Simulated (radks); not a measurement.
Question: The gallium ion Ga2+, [Ar] 3d10 4s1. Method: non-relativistic Kohn-Sham, exchange-only PBE, spin-polarised, spherical densities, point nucleus; computed with a radial shooting solver on a logarithmic mesh with Libxc functionals. Every spin shell is full or empty, so the densities are truly spherical. Functionals are evaluated on that one density, not self-consistently. Rank these orbital-free kinetic functionals by their error against the exact value of the orbitals, and give that value: Thomas-Fermi, LC94, APBEK, revAPBEK, Perdew 92, Thakkar, LKT, DePristo-Kress.

Answer: Exact: 1922.20 hartree. From best to worst, with 100 (|E| - |E exact|)/|E exact| (equal figures are ties): APBEK +0.01, LC94 -0.08, DePristo-Kress -0.17, revAPBEK +0.24, Thakkar -0.54, Perdew 92 -0.83, Thomas-Fermi -6.27, LKT +23.09.
